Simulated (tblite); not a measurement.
Species: C₅H₈O₄.
Structure used (GFN2-xTB), in Å, numbered top down from 1:
```xyz
17
C5H8O4 angstrom
O      2.014   -0.867   -1.070
C      1.660   -0.155   -0.169
O      2.272    0.985    0.141
C      0.501   -0.482    0.779
C     -0.569   -1.316    0.062
C     -1.380   -0.381   -0.836
O     -1.865    0.721   -0.092
C     -0.816    1.430    0.488
O     -0.059    0.665    1.384
H      3.033    1.137   -0.444
H      0.944   -1.054    1.605
H     -1.228   -1.762    0.808
H     -0.092   -2.097   -0.527
H     -0.748   -0.020   -1.663
H     -2.259   -0.880   -1.245
H     -0.161    1.847   -0.304
H     -1.256    2.240    1.073
```

Level: GFN2-xTB in tblite, geometry and Hessian alike; calculated harmonic values, unscaled, isolated species. This tight-binding method is rough: wavenumbers can miss measured ones by several per cent, in bad cases by 10 to 20. One conformer, not necessarily the lowest.

Harmonic wavenumbers (cm⁻¹): 37.9, 115.5, 164.6, 272.0, 286.4, 387.2, 439.6, 468.8, 521.9, 538.7, 619.0, 670.8, 723.2, 847.1, 881.1, 938.6, 954.2, 978.4, 1024.7, 1059.1, 1089.8, 1099.8, 1130.7, 1134.9, 1183.4, 1185.6, 1223.2, 1256.1, 1266.3, 1290.6, 1307.9, 1329.9, 1346.6, 1440.4, 1448.8, 1463.5, 1787.6, 2772.8, 2863.7, 2906.3, 2994.6, 3000.5, 3010.5, 3024.7, 3422.5.

A = 2745, B = 1470, C = 1198 MHz; mass 132.042 u (most abundant isotopes); point group C1, symmetry number 1.

Q: Zero-point energy?

A: ½Σν̃ = 28955 cm⁻¹ = 346.38 kJ/mol.

Q: Give the ideal-gas entropy at 400 K and 1 bar in the rigid-rotor, harmonic-oscillator model (classical rotation).

A: Translation 175.86, rotation 123.28, vibration 120.81: S = 419.9 J/(mol K).

Q: And Cp and H(400 K) − H(0)?

A: Cp = 176.73 J/(mol K), of which vibrations give 143.48 (their classical limit is 45 R = 374.2); H(400 K) − H(0) = 39.64 kJ/mol without the zero-point energy, 26.33 from vibrations.

Q: Blend soft modes into free rotors: weight 1/[1 + (100 cm⁻¹/ν̃)⁴] for the oscillator and the rest for a rotor with moment μB/(μ + B), μ = h/(8π²ν), B = 10⁻⁴⁴ kg m². What vibrational entropy results?

A: 111.98 J/(mol K) in place of 120.81, which changes −T·S at 400 K by +3.53 kJ/mol.

Q: What must be added to the electronic energy to get the Gibbs energy at 400 K and 1 bar?

A: ZPE + [H(400 K) − H(0)] − T·S = 346.38 + 39.64 − 167.98 = 218.04 kJ/mol.

Q: Which modes carry the vibrational entropy at 400 K?

A: 37.9 cm⁻¹: 24.89; 115.5 cm⁻¹: 15.68; 164.6 cm⁻¹: 12.79; 272.0 cm⁻¹: 8.82; 286.4 cm⁻¹: 8.43; 387.2 cm⁻¹: 6.20 J/(mol K); the other 39 give 44.00 together.

Q: How do the functions run with temperature in this model?

A: 
```json
{"T (K)": "150", "S (J/(mol K))": "304.2", "Cp (J/(mol K))": "77.5", "H − H(0) (kJ/mol)": "8.10", "G − H(0) (kJ/mol)": "-37.52", "ln q(vib)": "2.03"}
{"T (K)": "250", "S (J/(mol K))": "352.3", "Cp (J/(mol K))": "115.3", "H − H(0) (kJ/mol)": "17.68", "G − H(0) (kJ/mol)": "-70.39", "ln q(vib)": "3.77"}
{"T (K)": "298.15", "S (J/(mol K))": "374.3", "Cp (J/(mol K))": "135.3", "H − H(0) (kJ/mol)": "23.71", "G − H(0) (kJ/mol)": "-87.88", "ln q(vib)": "4.65"}
{"T (K)": "600", "S (J/(mol K))": "504.5", "Cp (J/(mol K))": "240.2", "H − H(0) (kJ/mol)": "81.76", "G − H(0) (kJ/mol)": "-220.92", "ln q(vib)": "10.68"}
{"T (K)": "900", "S (J/(mol K))": "613.9", "Cp (J/(mol K))": "298.0", "H − H(0) (kJ/mol)": "163.32", "G − H(0) (kJ/mol)": "-389.21", "ln q(vib)": "16.79"}
```

q(vib) and H(0) count from the zero-point level.

Hindered rotation and anharmonicity are outside this model. Other conformers, if any are populated, would add a mixing term that is left out. The structure is chiral; the term R ln 2 for an equal mix with its mirror image is left out.

Hardware: one thread of an Intel Xeon at 2.50 GHz, shared host. Cost: 2.5 s wall, 1.6 s CPU. This covers the Hessian and the dipole derivatives.
